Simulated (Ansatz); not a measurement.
`BC=C(C)C` + H₂ → isobutene + BH₃ at 700 K and 1 bar (hydrogenolysis of a C–B bond).

Calculated with Ansatz (gas phase, PBE0-D4/def2-TZVP geometries, no zero-point term in ΔE). CCSD(T)/CBS is the MP2 limit (def2-TZVPP, def2-QZVPP) plus CCSD(T) − MP2 in def2-TZVPP, frozen cores. This one scheme is used for every species.

| species | CCSD(T)/CBS energy (Eh) | H − E (kJ/mol) | S (J/(mol·K)) |
| --- | --- | --- | --- |
| `BC=C(C)C` | -182.39479 | 397.0 | 459.0 |
| H₂ | -1.17544 | 46.8 | 155.3 |
| `C=C(C)C` | -157.01236 | 350.9 | 393.9 |
| BH₃ | -26.55200 | 96.5 | 225.0 |

H − E and S are ideal-gas, rigid-rotor, harmonic terms from PBE0-D4/def2-TZVP. For small species the MP2-based limit differs from directly extrapolated CCSD(T) by up to some mEh (0.8 for H₂); such offsets cancel only in part. 1 Eh = 2625.50 kJ/mol, R = 8.31446 J/(mol·K).

Q: By hand: ΔE, ΔH, ΔS and ΔG.

A: ΔE = (-157.01236) + (-26.55200) − (-182.39479) − (-1.17544) = 0.00587 Eh = 15.4 kJ/mol. Δ(H − E) = 350.9 + 96.5 − 397.0 − 46.8 = 3.6, so ΔH = 19.0 kJ/mol. ΔS = 393.9 + 225.0 − 459.0 − 155.3 = 4.6 J/(mol·K). ΔG = 19.0 − 700 × (4.6)/1000 = 15.8 kJ/mol.

Q: By hand: the equilibrium constant, and the temperature at which ΔG would vanish if ΔH and ΔS stayed fixed.

A: log₁₀ K = −ΔG/(RT ln 10) = -1.2. ΔG = 0 at ΔH/ΔS = 4130 K, far beyond where these terms or the molecules hold.

The number of gas molecules stays the same, so ΔS is small and ΔH decides. A doubt of 5 kJ/mol in ΔE shifts log₁₀ K by 0.4 here. These are equilibria of isolated gas molecules and say nothing of rates. Largest T1 diagnostic: 0.011 (customary marks: 0.02 for closed shells, 0.045 for open ones).
